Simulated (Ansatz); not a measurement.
`[F][Sn]([F])([Cl])[I]` and `[CH3][Sn]([F])([F])[Cl]` differ in one atom or group.

Ansatz, PBE0-D4/def2-TZVP geometries, multiplicity 1. 

Elements past krypton have def2 core potentials.

| property | `[F][Sn]([F])([Cl])[I]` |
| --- | --- |
| size of the dipole moment (B3LYP/def2-TZVPP) / D | 2.74 |
| HOMO–LUMO gap (PBE0/def2-TZVPP) / eV | 5.48 |
| HOMO energy (B3LYP/def2-TZVPP) / eV | -8.61 |
| HOMO energy (PBE/def2-TZVPP) / eV | -7.66 |
| HOMO–LUMO gap (ωB97M-V/def2-TZVPP) / eV | 9.62 |
| LUMO energy (PBE/def2-TZVPP) / eV | -4.23 |

Give the same properties after the change, and the shifts. (Estimate.)

Computed: 
```csv
property,`[CH3][Sn]([F])([F])[Cl]`,shift
size of the dipole moment (B3LYP/def2-TZVPP) / D,4.22,1.48
HOMO–LUMO gap (PBE0/def2-TZVPP) / eV,7.68,2.20
HOMO energy (B3LYP/def2-TZVPP) / eV,-9.23,-0.62
HOMO energy (PBE/def2-TZVPP) / eV,-8.08,-0.42
HOMO–LUMO gap (ωB97M-V/def2-TZVPP) / eV,11.95,2.33
LUMO energy (PBE/def2-TZVPP) / eV,-2.81,1.42
```

With PBE0 the HOMO falls by 0.63 eV and the LUMO rises by 1.57 eV, so the gap widens by about 2.20 eV. PBE moves the HOMO by -0.42 eV and ωB97M-V by -0.73 eV. Dipoles are sizes alone; their direction can turn.

B3LYP here is the variant with VWN-RPA as its local correlation; programs differ in this.

Spin–orbit coupling is left out; it splits and shifts lone-pair levels of the heavy atoms by tenths of an eV.
